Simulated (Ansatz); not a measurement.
CH5AlOSi can be A, `C[SiH]1[O][AlH]1`, or B, `[SiH3][Al]1[CH2][O]1`.

Gas-phase electronic energies from Ansatz, PBE0-D4/def2-TZVP geometries. CBS: MP2 limit from def2 TZ/QZ plus the TZ coupled-cluster correction, frozen cores. DFT in def2-TZVPP.

(1) Which is lower in electronic energy at CCSD(T)/CBS, and by how much? (An estimate is asked.)

(2) Give E(B) − E(A) in kJ/mol with PBE-D4, CCSD/def2-TZVPP, CCSD(T)/def2-SVP, LDA (SPW92), BLYP-D4, HF/def2-TZVPP, MP2/def2-TZVPP. (An estimate is asked.)

(3) Does the order hold for the free energy at 298.15 K (harmonic terms from PBE0-D4)? (An estimate is asked.)

Largest T1 diagnostic: 0.017.

Results:

(1) Computed: A, by 204.8 kJ/mol.

(2) Ansatz gave: PBE-D4 188.5, CCSD/def2-TZVPP 202.1, CCSD(T)/def2-SVP 180.6, LDA (SPW92) 196.6, BLYP-D4 190.4, HF/def2-TZVPP 207.1, MP2/def2-TZVPP 212.0. None reverses the order clearly.

(3) The calculation gave: Yes: G(B) − G(A) = +193.9 kJ/mol. Modes under 60 cm⁻¹, often nearly free rotors, make the harmonic entropy too high.

At CCSD(T), def2-SVP lies −24.3 kJ/mol from the extrapolated value and def2-TZVPP −4.0 kJ/mol. From r2SCAN to r2SCAN0 (25 % exact exchange), in def2-TZVPP and without D4, E(B) − E(A) moves by +5.4 kJ/mol.
